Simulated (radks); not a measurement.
Question: Hf+, 71 electrons, occupied as [Xe] 4f14 5d1 6s2. Method: scalar-relativistic Kohn-Sham, BLYP, spin-polarised, spherical densities, finite nucleus; open shells are filled with parallel spins first (spin-orbit coupling, left out, can overturn this in heavy ions); Fermi nuclear charge, rms radius 5.347 fm; computed with a radial shooting solver on a logarithmic mesh with Libxc functionals. Some entries of the table are withheld. Estimate them.

orbital  occ.  eigenvalue (eV)  <r^2> (bohr^2)  <r> (bohr)
1s down     1        -65281.37       0.0004951     0.01899
1s up       1        -65281.37       0.0004951     0.01899
2s up       1        -11172.70        0.007642     0.08038
2s down     1        -11172.67        0.007642     0.08038
2p up       3        -9814.041        0.006283     0.07172
2p down     3        -9814.014        0.006283     0.07172
3s up       1        -2552.513         0.04978      0.2087
3s down     1        -2552.509         0.04978      0.2087
3p up       3        -2146.472         0.05041      0.2085
3p down     3        -2146.467         0.05041      0.2085
3d up       5        -1665.184         0.04186      0.1890
3d down     5        -1665.165         0.04186      0.1890
4s up       1        -521.2426          0.2476      0.4683
4s down     1        -521.2197          0.2476      0.4683
4p up       3        -387.9937          0.2819      0.4977
4p down     3        -387.9727          0.2819      0.4977
4d up       5        -215.6619          0.3325      0.5353
4d down     5        -215.6349          0.3324      0.5352
5s up       1         -76.2357           1.446       1.134
5s down     1         -75.8865           1.440       1.132
5p up       3         -44.7233           2.028       1.336
5p down     3         -44.2507           2.020       1.333
4f up       7         -25.9108          0.5934      0.6769
4f down     7         -25.8203          0.5886      0.6749
6s up       1         -11.9323           10.79       3.096
6s down     1         -11.5614           11.07       3.135
5d up       1         -10.8179           5.576         (1)
5d down     0         -10.2683           5.733         (2)

Answer: 
(1) 5d up <r> (bohr): 2.163
(2) 5d down <r> (bohr): 2.188
